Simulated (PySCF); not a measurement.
chloro(silyloxy)silane (ClH5OSi2), SMILES [SiH3]O[SiH2]Cl. Atoms are numbered in the order given.

```xyz
9

Si    -2.0234     0.2040    -0.4873
O     -0.4345     0.4813    -0.9215
Si     1.1302     0.2806    -0.4544
Cl     1.1669    -0.7097     1.3758
H     -2.2703    -1.2581    -0.3481
H     -2.8820     0.7588    -1.5661
H     -2.3302     0.8845     0.8014
H      1.7778     1.6015    -0.2756
H      1.8493    -0.5554    -1.4444
```

Geometry: B3LYP-D3(BJ)/def2-SVP. The values are those of a single conformer.

All values below come from B3LYP-D3(BJ)/def2-SVP run with PySCF.

Frequencies are harmonic and unscaled.

Computed normal modes with their intensities:
| mode | ν (cm⁻¹) | IR (km/mol) | Raman (Å⁴/amu) | depolarisation | moving atoms (share of kinetic energy) |
|---|---|---|---|---|---|
| 1 | 25 | 1.8 | 0.2 | 0.75 | H 51 %, O 31 %, Si 14 % |
| 2 | 59 | 1.2 | 0.2 | 0.75 | H 70 %, O 27 % |
| 3 | 63 | 1.7 | 0.4 | 0.66 | Si 41 %, Cl 36 %, O 11 %, H 11 % |
| 4 | 280 | 8.1 | 3.1 | 0.74 | O 50 %, Si 23 %, Cl 20 % |
| 5 | 527 | 52.1 | 8.9 | 0.12 | Si 54 %, Cl 41 % |
| 6 | 614 | 16.2 | 13.3 | 0.52 | Si 65 %, H 18 %, O 14 % |
| 7 | 638 | 37.1 | 9.0 | 0.75 | H 82 %, Si 15 % |
| 8 | 724 | 11.2 | 21.9 | 0.75 | H 93 % |
| 9 | 737 | 75.6 | 4.5 | 0.75 | H 84 %, O 11 % |
| 10 | 741 | 50.3 | 6.7 | 0.60 | H 81 %, O 9 %, Si 9 % |
| 11 | 910 | 455.5 | 14.1 | 0.62 | H 83 %, Si 14 % |
| 12 | 957 | 82.9 | 24.6 | 0.75 | H 96 % |
| 13 | 959 | 120.3 | 20.7 | 0.73 | H 96 % |
| 14 | 973 | 368.9 | 3.5 | 0.68 | H 93 % |
| 15 | 1011 | 122.4 | 27.0 | 0.75 | H 86 %, Si 12 % |
| 16 | 1106 | 322.2 | 1.5 | 0.63 | O 74 %, Si 15 %, H 11 % |
| 17 | 2235 | 90.6 | 130.3 | 0.10 | H 98 % |
| 18 | 2236 | 124.9 | 76.5 | 0.64 | H 96 % |
| 19 | 2253 | 123.0 | 127.6 | 0.40 | H 97 % |
| 20 | 2267 | 79.3 | 255.7 | 0.04 | H 98 % |
| 21 | 2271 | 152.2 | 79.1 | 0.74 | H 95 % |
